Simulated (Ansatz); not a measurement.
Consider the cleavage of the B–Si bond: `COB(C)[SiH3]` + H₂S → `COB(C)S` + SiH₄.

Isolated molecules relaxed with PBE0-D4/def2-TZVP in Ansatz; ΔE leaves out vibrations. CBS: MP2 limit from def2 TZ/QZ plus the TZ coupled-cluster correction, frozen cores. This one scheme is used for every species. DFT in def2-TZVPP. Each species was taken in one conformer, which may not be the lowest.

Problem. Is it downhill or uphill in electronic energy at CCSD(T)/CBS, and by how much? (Best estimate.)

Solution. Ansatz gave: Downhill: ΔE = -99.0 kJ/mol.

Problem. What do these levels give: PBE-D4, r2SCANh-D4, PBE, LC-ωPBE, CCSD(T)/def2-SVP, CCSD/def2-TZVPP? (An estimate is asked.)

Solution. Ansatz gave: PBE-D4 -91.0, r2SCANh-D4 -101.0, PBE -91.2, LC-ωPBE -95.9, CCSD(T)/def2-SVP -105.9, CCSD/def2-TZVPP -98.6 kJ/mol.

Problem. What do rigid-rotor, harmonic-oscillator terms from PBE0-D4/def2-TZVP frequencies (298.15 K, 1 bar) make of the CCSD(T)/CBS value? (Best estimate.)

Solution. Computed: ΔZPE = +4.6 kJ/mol, ΔH = -96.9 kJ/mol, ΔS = -24 J/(mol·K), ΔG = -89.7 kJ/mol.

Largest T1 diagnostic among the species: 0.014.

From PBE to PBE0 (25 % exact exchange), in def2-TZVPP and without D4, ΔE moves by −3.9 kJ/mol. Leaving LDA and LC-ωPBE aside and taking each functional with its dispersion term where it has one, the values, not all of them listed here, spread over 11.3 kJ/mol, from PBE-QIDH to PBE-D4.
